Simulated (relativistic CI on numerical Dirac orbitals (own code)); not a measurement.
One change at a time: Cd+

Base calculation: Dirac-Coulomb-Breit CI, separate exchange-only KLI orbitals for each configuration, model QED (radiative potential, 1s self-energy scaled to tabulated hydrogen-like ionisation energies), valence Slater integrals scaled by 0.85, P86 correlation energy added to each configuration.

Configuration list (outside the closed core [Kr]): 4d10 5s, 4d10 5p, 4d9 5s2, 4d10 6s, 4d10 5d, 4d10 6p, 4d10 7s, 4d10 6d, 4d10 7p, 4d10 4f, 4d10 8s, 4d10 5g, 4d10 5f, 4d10 7d, 4d10 8p, 4d10 9s, 4d9 5s 4f, 4d10 9p, 4d9 5s 5p. Double excitations out of closed p, d and f shells are left out; levels of such configurations are missing from the list, as are those of other unlisted configurations, and high levels can miss mixing partners.

The lowest level and the first level of each name with at least 55 % of one term (blank where a level has no safe partner in the second run):

```
            Level  Base (cm⁻¹)  Shift (cm⁻¹)
   4d10 5s 2S_1/2          0.0           0.0
  4d10 5p 2P°_1/2      41033.6        -216.1
  4d10 5p 2P°_3/2      43096.7        -214.6
   4d9 5s2 2D_5/2      74078.8         -56.8
   4d10 6s 2S_1/2      76645.9           0.0
   4d9 5s2 2D_3/2      79363.1         -74.4
   4d10 5d 2D_5/2      82724.6         +34.3
   4d10 5d 2D_3/2      82755.6         +88.3
  4d10 6p 2P°_1/2      88133.5         -63.0
  4d10 6p 2P°_3/2      88666.1         -71.7
   4d10 7s 2S_1/2     100415.7           0.0
4d9 5s 5p 4P°_5/2     102902.9       -2016.7
  4d10 4f 2F°_5/2     103133.3         -21.5
  4d10 4f 2F°_7/2     103135.9         -14.9
```

Correlation outside the listed configurations is missing or only estimated: errors of thousands of cm⁻¹ between configurations and terms are usual at this charge. Rates and lifetimes follow the computed energies and can be off by large factors. The fine structure of a lone outer electron comes out too small, for d and f at times inverted, and misplaced configurations move strength between like terms. 7 of the 7 excited levels that our extract of the measured tables holds in this range could be paired (the sources list more); they are missed by 5187 cm⁻¹ on average and 7119 at most, and levels without a partner can miss by more.

One thing was changed in a second run, which moved the levels as shown. Which?
A. Breit term removed
B. Slater integrals left unscaled
C. QED terms removed
D. valence Slater integrals scaled by 0.75
E. configuration mixing switched off

B. Slater integrals left unscaled. Scaling acts on the splittings between terms and on the mixing, and leaves the fine structure of pure LS terms nearly alone; in jj coupling it moves the levels of one term differently.

LS names give the leading component of a level, which can be under half, so a name can repeat, a term be missing and a line seem to break the LS rules.
